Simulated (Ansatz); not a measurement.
Reaction (formal exchange of groups at a B–C bond): `B/C=C(\C)O` + `C[CH2][ZnH]` → `[BH2][Zn][CH2]C` + `C=C(C)O`

Computed with Ansatz on PBE0-D4/def2-TZVP structures; ΔE is electronic, products minus reactants. CCSD(T)/CBS adds triple-zeta CCSD(T) − MP2 to the extrapolated MP2 energy (def2 sets, frozen cores). DFT in def2-TZVPP. For Zn outer-core shells are correlated without core-valence functions, which leaves a few kJ/mol of doubt a bond. Scalar relativity is left out up to krypton. Each species was taken in one conformer, which may not be the lowest.

```json
{"level": "PBE-D4", "ΔE (kJ/mol)": "82.8", "difference from CCSD(T)/CBS": "15.1"}
{"level": "r2SCAN-D4", "ΔE (kJ/mol)": "83.5", "difference from CCSD(T)/CBS": "15.8"}
{"level": "ωB97M-V", "ΔE (kJ/mol)": "75.0", "difference from CCSD(T)/CBS": "7.3"}
{"level": "r2SCAN", "ΔE (kJ/mol)": "82.7", "difference from CCSD(T)/CBS": "15.0"}
{"level": "PBE0", "ΔE (kJ/mol)": "76.7", "difference from CCSD(T)/CBS": "9.0"}
{"level": "HF/def2-TZVPP", "ΔE (kJ/mol)": "67.3", "difference from CCSD(T)/CBS": "-0.4"}
{"level": "MP2/def2-TZVPP", "ΔE (kJ/mol)": "75.8", "difference from CCSD(T)/CBS": "8.1"}
{"level": "CCSD/def2-TZVPP", "ΔE (kJ/mol)": "66.7", "difference from CCSD(T)/CBS": "-1.0"}
{"level": "CCSD(T)/def2-TZVPP", "ΔE (kJ/mol)": "70.0", "difference from CCSD(T)/CBS": "2.3"}
{"level": "SCS-MP2/def2-QZVPP", "ΔE (kJ/mol)": "70.1", "difference from CCSD(T)/CBS": "2.4"}
{"level": "CCSD(T)/CBS", "ΔE (kJ/mol)": "67.7", "difference from CCSD(T)/CBS": "0"}
```

Largest T1 diagnostic among the species: 0.013.

From PBE to PBE0 (25 % exact exchange), in def2-TZVPP and without D4, ΔE moves by −3.2 kJ/mol. The D4 term adds +4.7 kJ/mol with B3LYP and +2.5 kJ/mol with PBE0; it sums over pairs of atoms, weighted by their polarisabilities, and B3LYP, whose exchange is more repulsive, gets the larger term.

B3LYP here is the variant with VWN-RPA as its local correlation; programs differ in this.
